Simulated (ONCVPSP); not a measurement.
# N: excitation energies, all-electron against ONCV

```
Element                 : nitrogen (N)
Generator               : ONCVPSP 4.0.1
Type                    : optimised norm-conserving Vanderbilt (ONCV)
Functional              : Wu-Cohen
Relativity              : scalar-relativistic
Frozen core             : [He]
Valence charge          : 5
Reference configuration : 2s2 2p2.5 (charge +0.5)
Partial waves           : 2s: rc 0.90 bohr, ncon 4, nbas 8, qcut 6.5 1/bohr, 2 projectors, debl 0.5 Ha; 2p: rc 1.85 bohr, ncon 5, nbas 8, qcut 8.8 1/bohr, 2 projectors, debl 2.5 Ha
Local potential         : polynomial inside 0.90 bohr (lpopt 4, dvloc0 6 Ha)
Core correction         : none
```

In the s channel the program set the typed energies aside and used -0.919, 0.250 Ha.

Energies are relative to the spin-unpolarised reference configuration 2s2 2p2.5; without spin polarisation the order of configurations can differ from experiment.

| valence configuration | charge | ΔE all-electron (eV) | error AE − PS (meV) |
| --- | --- | --- | --- |
| 2s2 2p3 | 0 | -5.078 | +3.8 |
| 2s2 2p1 | +2 | 37.301 | +147 |
| 2s1 2p3 | +1 | 20.188 | -11 |

Question: What are ΔE and the potential's error for 2s2 2p2?

Answer: ΔE = 8.483 eV all-electron; the error (AE − PS) is +8.3 meV.

Levels in the configuration 2s2 2p1:

```tsv
level	all-electron (eV)	pseudo (eV)
2s	-49.051	-48.939
2p	-37.463	-37.179
```

Note: ghosts flagged at negative energy: s at -4025.3 eV; no localised positive-energy state flagged. A true bound ghost makes a file unfit for plane-wave use.
